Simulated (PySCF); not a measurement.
Si(CCH)(Cl)2(Me) (C₃H₄Cl₂Si), SMILES C#C[Si](C)(Cl)Cl. The structure is a stationary point at PBE-D3(BJ)/def2-SVP.

Computed equilibrium geometry at PBE-D3(BJ)/def2-SVP (PySCF confirms it by a frequency run) as Cartesian coordinates in Å, and its point group:
point group Cs.
```xyz
10

C      2.9774    -0.3963     0.0000
C      1.7743    -0.1484     0.0000
Si    -0.0060     0.2673     0.0000
C     -0.2982     2.1072     0.0000
Cl    -0.8707    -0.5866     1.6847
Cl    -0.8707    -0.5866    -1.6847
H      4.0365    -0.6211     0.0000
H      0.1581     2.5624    -0.9016
H     -1.3847     2.3233     0.0000
H      0.1581     2.5624     0.9016
```
